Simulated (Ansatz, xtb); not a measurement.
## CH6F3GeNSi: which of two isomers lies lower

Structure X is `[NH2][Ge@@H]([SiH3])[C](F)(F)F`, a singlet and structure Y is `N[SiH2][GeH2][C](F)(F)F`, a singlet. Both are isolated molecules in the gas phase, relaxed with r2SCAN-D4/def2-SVP; each stands in its lowest conformer found.

X (Å):

```tsv
atom	x (Å)	y (Å)	z (Å)
C	0.3989	0.2816	-0.5276
F	-0.0429	0.3125	-1.8035
F	1.7491	0.3098	-0.5723
F	-0.0024	1.4266	0.0576
Ge	-0.2704	-1.3316	0.4415
N	0.6435	-1.2898	2.0348
Si	-2.5960	-1.0648	0.8489
H	0.2361	-1.8624	2.7718
H	1.6323	-1.5252	1.9576
H	0.0758	-2.5176	-0.4895
H	-3.3196	-0.9978	-0.4546
H	-2.8191	0.1934	1.6183
H	-3.1090	-2.2263	1.6373
```

Y (Å):

```xyz
13

C    -0.7998    1.2927   -0.0537
F    -0.7692    2.6356   -0.1987
F    -1.8810    0.8464   -0.7153
F     0.2896    0.8121   -0.7130
Ge   -0.7386    0.7704    1.8803
N     2.6633    0.9415    1.5327
Si    1.4168    1.5377    2.5834
H     2.5594    1.1257    0.5369
H     2.9644   -0.0210    1.6639
H     1.7030    1.0658    3.9692
H     1.3845    3.0290    2.5389
H    -1.9959    1.3877    2.5122
H    -0.8778   -0.7609    1.8697
```

Quicker runs give these differences E(Y) − E(X): GFN2-xTB −6.7 kcal/mol; HF/STO-3G −1.9 kcal/mol (at GFN2-xTB geometries); r2SCAN-D4/def2-SVP//GFN2-xTB −9.3 kcal/mol.

Q: Estimate E(Y) − E(X) at the level CCSD(T)/def2-SVP + ΔMP2/def2-TZVPP.

A: Calculated at CCSD(T)/def2-SVP + ΔMP2/def2-TZVPP: E(Y) − E(X) = −9.2 kcal/mol, so structure Y lies lower.

How the difference moves with the method:

| level | geometry | E(Y) − E(X) (kcal/mol) | departure from the last row (kcal/mol) | job, with rough time for the two |
| --- | --- | --- | --- | --- |
| GFN2-xTB | GFN2-xTB | −6.7 | +2.5 | optimisation, 0.3 s |
| HF/STO-3G | GFN2-xTB | −1.9 | +7.3 | single point, 0.72 s |
| r2SCAN-D4/def2-SVP//GFN2-xTB | GFN2-xTB | −9.3 | −0.2 | single point, 4.5 s |
| r2SCAN-D4/def2-SVP | r2SCAN-D4/def2-SVP | −9.8 | −0.6 | optimisation, 76 s |
| HF/def2-SVP | r2SCAN-D4/def2-SVP | −8.7 | +0.5 | part of the CCSD(T) run |
| MP2/def2-SVP | r2SCAN-D4/def2-SVP | −8.1 | +1.0 | part of the CCSD(T) run |
| CCSD(T)/def2-SVP | r2SCAN-D4/def2-SVP | −7.9 | +1.3 | single point |
| CCSD(T)/def2-SVP + ΔMP2/def2-TZVPP | r2SCAN-D4/def2-SVP | −9.2 |  | single point, 95 s |

As drawn, Y has 1 N–Si, 1 Ge–H in place of 1 Ge–N, 1 Si–H.

None of the levels shown reverses the order. The largest departure from CCSD(T)/def2-SVP + ΔMP2/def2-TZVPP is that of HF/STO-3G, 7.3 kcal/mol. The last row adds to CCSD(T) the change of the MP2 difference between the two basis sets, here −1.3 kcal/mol.

With thermal terms from frequencies at re-optimised GFN2-xTB minima (ideal gas, soft modes damped towards free rotors, one conformer each, 298.15 K, 1 atm): the zero-point term adds +0.5 kcal/mol; ΔH is −8.8 and ΔG −8.3 kcal/mol.

The correlated steps freeze 19 core orbitals; the filled d shell of Ge is correlated, in a basis made for valence electrons. Mirror images aren't counted in ΔG. Run with Ansatz 0.2.0, xtb 6.7.1; the last row on 2 threads of Intel(R) Xeon(R) 6975P-C (Granite Rapids) on a shared host.
